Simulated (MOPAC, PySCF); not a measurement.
H5GaO2Si, SMILES `[OH][Ga]([OH])[SiH3]` (H–O–Ga–Si torsion -179°, Si–Ga–O–H torsion -1°), neutral singlet in the gas phase. 

Cartesian coordinates (Å):
SMILES: [OH][Ga]([OH])[SiH3]
```xyz
9

O      1.2674     1.9326     0.0576
Ga     0.6901     0.2462    -0.0043
O      2.0638    -0.9006    -0.1095
Si    -1.6442    -0.2761     0.0404
H      2.2258     1.9929     0.0236
H      1.8169    -1.8266    -0.1409
H     -1.8374    -1.7288     0.2931
H     -2.3254     0.4968     1.1104
H     -2.2571     0.0635    -1.2706
```
Charge 0, multiplicity 1.

All levels are single points at this geometry (PBE0-D3(BJ)/def2-TZVP); Pople sets use spherical d functions. Orbital energies aren't observables, and empty levels follow the basis.

PBE/6-31G* in PySCF gives HOMO (eV) = -6.57.

**Question.** Estimate the HOMO (eV) from each of these levels: PBE-D3(BJ)/def2-TZVP in PySCF; TPSSh-D3(BJ)/def2-TZVP in PySCF; B3LYP/3-21G in PySCF; B3LYP/6-311+G** (LANL2DZ on Ga) in PySCF; BP86/6-31G* in PySCF; M06-2X/6-31G* in PySCF; SVWN5/6-31G* in PySCF; HF/3-21G in PySCF; HF/6-31G* in PySCF; HF/STO-3G in PySCF; AM1 in MOPAC; PM3 in MOPAC.

**Answer.** 
```csv
level,HOMO (eV)
PBE-D3(BJ)/def2-TZVP in PySCF,-6.91
TPSSh-D3(BJ)/def2-TZVP in PySCF,-7.55
B3LYP/3-21G in PySCF,-7.37
B3LYP/6-311+G** (LANL2DZ on Ga) in PySCF,-8.22
BP86/6-31G* in PySCF,-6.69
M06-2X/6-31G* in PySCF,-9.23
SVWN5/6-31G* in PySCF,-6.73
HF/3-21G in PySCF,-10.83
HF/6-31G* in PySCF,-11.01
HF/STO-3G in PySCF,-6.89
AM1 in MOPAC,-10.61
PM3 in MOPAC,-9.01
```
